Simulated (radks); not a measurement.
Species: the iridium ion Ir6+. Configuration: [Xe] 4f14 5d2 5f1 (not the ground configuration). Calculated with a radial shooting solver on a logarithmic mesh with Libxc functionals: scalar-relativistic Kohn-Sham, LDA (Slater exchange, Perdew-Wang correlation), spin-unpolarised, spherical densities, finite nucleus; Fermi nuclear charge, rms radius 5.4032 fm.

Normalised radial functions P(r) = r R(r), r in bohr:

r	4p
0.002461	0.0233
0.002865	0.0299
0.003309	0.0379
0.003852	0.0485
0.004449	0.0611
0.005179	0.0779
0.005981	0.0976
0.006963	0.1234
0.008042	0.1533
0.009362	0.1916
0.01081	0.2349
0.01259	0.2884
0.01454	0.3465
0.01692	0.4148
0.01954	0.4841
0.02275	0.5580
0.02628	0.6230
0.03059	0.6776
0.03533	0.7051
0.04113	0.6950
0.0475	0.6348
0.05529	0.5053
0.06386	0.3140
0.07434	0.0441
0.08585	-0.2568
0.09995	-0.5825
0.1154	-0.8445
0.1344	-1.0033
0.1552	-0.9828
0.1807	-0.7431
0.2086	-0.3174
0.2429	0.2758
0.2805	0.8674
0.3266	1.3882
0.3771	1.6800
0.4391	1.7264
0.5071	1.5484
0.5903	1.2119
0.6817	0.8511
0.7936	0.5135
0.9166	0.2784
1.067	0.1251
1.232	0.0499
1.435	0.0156
1.657	0.0042
1.929	0.0008
2.228	0.0001
2.593	0.0000
2.995	0.0000
3.486	0.0000
4.026	0.0000
4.687	0.0000
5.413	0.0000
6.302	0.0000
7.278	0.0000

4p: eigenvalue -584.17 eV, 2 radial nodes at r = 0.0760, 0.227 bohr, <r> = 0.451 bohr, 90 % of the charge inside 0.654 bohr.
